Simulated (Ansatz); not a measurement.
C₂H₁₀AlBO₂Si (SMILES [CH3][Al]([CH3])[SiH2]B(O)O), singlet, at the geometry of the source list, with bond 15-7 at 1.8 times its length; SC-NEVPT2/STO-3G, CASSCF(2,3) (Ansatz, an electronic-structure program).

Input for Ansatz:
Ansatz 0.2 input:
```yaml
crystal:
  periodic: [false, false, false]
  atoms:
    - {symbol: B, position_ang: [2.58270000, 0.18500000, -0.16500000]}
    - {symbol: O, position_ang: [2.39050000, 1.45860000, -0.57920000]}
    - {symbol: O, position_ang: [3.80610000, -0.35120000, -0.43780000]}
    - {symbol: Si, position_ang: [1.05940000, -0.69280000, 0.74870000]}
    - {symbol: Al, position_ang: [-1.20800000, -0.08630000, 0.10860000]}
    - {symbol: C, position_ang: [-2.52680000, -1.52490000, -0.32450000]}
    - {symbol: C, position_ang: [-1.75140000, 1.83390000, 0.04380000]}
    - {symbol: H, position_ang: [3.15450000, 1.86290000, -0.99590000]}
    - {symbol: H, position_ang: [3.96700000, -1.25410000, -0.17340000]}
    - {symbol: H, position_ang: [1.26880000, -2.17790000, 0.70090000]}
    - {symbol: H, position_ang: [1.23470000, -0.48260000, 2.21950000]}
    - {symbol: H, position_ang: [-3.56290000, -1.16390000, -0.31250000]}
    - {symbol: H, position_ang: [-2.37170000, -1.97770000, -1.31170000]}
    - {symbol: H, position_ang: [-2.47570000, -2.35360000, 0.39300000]}
    - {symbol: H, position_ang: [-3.18384000, 2.30082000, 1.32108000]}
    - {symbol: H, position_ang: [-0.90100000, 2.48890000, 0.27550000]}
    - {symbol: H, position_ang: [-2.11880000, 2.14230000, -0.94330000]}
basis:
  gaussian:
    orbitals: STO-3G
magnetization: {spin_polarized: false}
correlation: {method: sc_nevpt2, electrons: all, active_space: {window: {electrons: 2, orbitals: 3}}}
```

**Question.** Write the output that Ansatz gives for this input, abridged.

**Answer.** 
```
Functional definition: HF
675 factors; integrals over basis functions are off by at most 8.5e-5 eV
mean field evaluation 1: about -21145.8145 eV, gradient 3.0e1 eV
mean field evaluation 2: about -21145.9809 eV, gradient 3.0e1 eV
mean field evaluation 4: about -21149.6263 eV, gradient 2.6e0 eV
mean field evaluation 8: about -21149.6657 eV, gradient 1.6e-2 eV
mean field -21149.66248323 eV, -777.2357605027 hartree, gradient 6.6e-7 eV, S^2 0.000000; 0 other end points of the search recorded, 0 dependent functions left out; unrestricted orbitals would lower it
reference -21149.66248323 eV, -777.2357605027 hartree; 35, 35 occupied and 18, 18 virtual orbitals, 675 factors
state -21152.01318720 eV, -777.3221472801 hartree
state -21152.01318720 eV, -777.3221472801 hartree; corrected -21159.80807722 eV, -777.6086042048 hartree
WARN: 1 active orbitals are nearly empty or full. The corrections depend on them more than the energy does, and are more stable in an active space without them
Total energy: -21159.80807722 eV, -777.6086042048 hartree
```
